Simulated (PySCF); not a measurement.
Which basis set comes closest?

Molecule: `O=Cc1ccoc1`, C5H4O2.

Geometry:
```tsv
atom	x (Å)	y (Å)	z (Å)
O1	-2.714	0.952	0.290
C2	-1.992	0.081	-0.131
C3	-0.534	0.067	0.019
C4	0.402	-0.918	-0.447
C5	1.627	-0.476	-0.059
O6	1.514	0.699	0.608
C7	0.219	1.023	0.653
H8	-2.410	-0.799	-0.683
H9	0.180	-1.829	-0.998
H10	2.635	-0.864	-0.173
H11	-0.049	1.947	1.158
```

Geometry PBE0-D3(BJ)/def2-SVP throughout; GIAO in PySCF 2.14.0 with density-fitted response routines, gas phase, one conformer, non-relativistic; equivalent atoms averaged; functional PBE0.

Reference values (estimated from measurements, as parent shift plus tabulated substituent increments; solution, not stated per compound (mostly CDCl3 or CCl4); Pretsch, Buehlmann, Badertscher, Structure Determination of Organic Compounds, 4th ed. (2009)): δ(H11) = 8.34 ppm, δ(H9) = 6.85 ppm, δ(H10) = 7.61 ppm. Computed shifts are taken against TMS, calculated as an isolated molecule at each level.

How do the basis sets STO-3G, pcSseg-0, 6-31G, 6-31G*, cc-pVDZ, def2-SVP, pcSseg-1, aug-cc-pVDZ, 6-311+G(2d,p), def2-TZVP, cc-pVTZ, IGLO-III, pcSseg-2 perform against the reference? Times are CPU seconds on shared hosts with different chips, so compare them loosely.

Results:


| basis set | functions | H11 | H9 | H10 | mean abs. error H | core-s |
| --- | --- | --- | --- | --- | --- | --- |
| STO-3G | 39 | 7.47 | 6.19 | 6.83 | 0.77 | 2.6 |
| pcSseg-0 | 71 | 8.36 | 6.80 | 7.48 | 0.07 | 5.5 |
| 6-31G | 71 | 8.31 | 6.72 | 7.48 | 0.10 | 5.1 |
| 6-31G* | 106 | 7.95 | 6.42 | 7.17 | 0.42 | 7.8 |
| cc-pVDZ | 118 | 8.03 | 6.59 | 7.24 | 0.31 | 10 |
| def2-SVP | 118 | 7.84 | 6.60 | 7.02 | 0.45 | 12 |
| pcSseg-1 | 139 | 8.17 | 6.81 | 7.39 | 0.14 | 8.9 |
| aug-cc-pVDZ | 197 | 8.31 | 6.94 | 7.62 | 0.04 | 25 |
| 6-311+G(2d,p) | 213 | 8.24 | 6.85 | 7.49 | 0.07 | 21 |
| def2-TZVP | 241 | 8.22 | 6.90 | 7.47 | 0.10 | 46 |
| cc-pVTZ | 266 | 8.17 | 6.87 | 7.44 | 0.12 | 49 |
| IGLO-III | 285 | 8.26 | 6.87 | 7.50 | 0.07 | 46 |
| pcSseg-2 | 308 | 8.25 | 6.94 | 7.50 | 0.10 | 43 |

For 1H the closest is aug-cc-pVDZ (0.04 ppm, with pcSseg-0, IGLO-III, 6-311+G(2d,p) practically level) and the furthest STO-3G (0.77 ppm). Where a smaller basis beats a larger one, errors probably cancel; the largest sets show where the functional converges. One molecule is a small sample, and vibrational and solvent effects are absent from the calculation.

A small basis that lands close on one nucleus may do so by chance; judge by the trend and by all nuclei.
